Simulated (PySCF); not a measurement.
Hf(OH)4 (H₄HfO₄), SMILES [OH][Hf]([OH])([OH])[OH], multiplicity 1. Heavy atoms are numbered as in [Hf:1]([OH:2])([OH:4])([OH:6])[OH:8]. Hydrogens are named by the atom that carries them.

The structure is a stationary point at B3LYP-D3(BJ)/def2-SVP. The multiplicity is an assumed one; no other spin state was optimised. The isomer is the one that the SMILES or the coordinates give; other isomers of the formula were not compared. The def2 effective core potentials stand for the cores of Hf; spin–orbit coupling is left out. Other conformers were not sampled.

The numbers are results of PBE/def2-TZVP (PySCF), not measurements.

ESP charges are fitted to the potential on shells at 1.4 to 2.0 van der Waals radii. Atomic charges (e), one atom of each kind:

```csv
atom,Löwdin,ESP fit
Hf1,0.55,1.96
O2 (OH),-0.29,-1.00
H on O2,0.16,0.51
```
